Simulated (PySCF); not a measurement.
These 2 structures share the formula C5H13PSi2. Computed with PBE0-D3(BJ)/def2-SVP geometry optimisation, gas phase (PySCF 2.14.0). One conformer each; no zero-point energy, no entropy. No frequencies were run at this level. Point groups hold within 0.08 Å.

Question: Order them by energy at this level, lowest first, and give relative energies in kcal/mol.
A. `[PH2:1][Si@H:2]1[CH2:3][Si@H:4]([CH:5]2[CH2:6][CH2:7]2)[CH2:8]1` with H–P1–Si2–C3 82° and 176°, C3–Si4–C5–C6 93°
B. `[CH3:1][P:2]1[CH2:3][CH2:4][C:5]([SiH3:6])=[C:7]1[SiH3:8]` with C1–P2–C3–C4 79°, P2–C3–C4–C5 24°, C3–C4–C5–Si6 163°, C1–P2–C7–C5 -92°

Answer: A (0.0), B (12.5).

As drawn, the lower has a three-membered ring and a four-membered ring, which the higher lacks; the higher has a C=C bond outside aromatic rings, which the lower lacks.

```csv
SMILES,E (Eh),E rel (kcal/mol),dipole (D),point group,"A, B, C (MHz)"
P[Si@H]1C[Si@H](C2CC2)C1,-1117.66687,0.0,1.58,Cs,"3783, 501.0, 484.9"
CP1CCC([SiH3])=C1[SiH3],-1117.64688,12.5,1.86,C1,"1439, 990.3, 670.3"
```
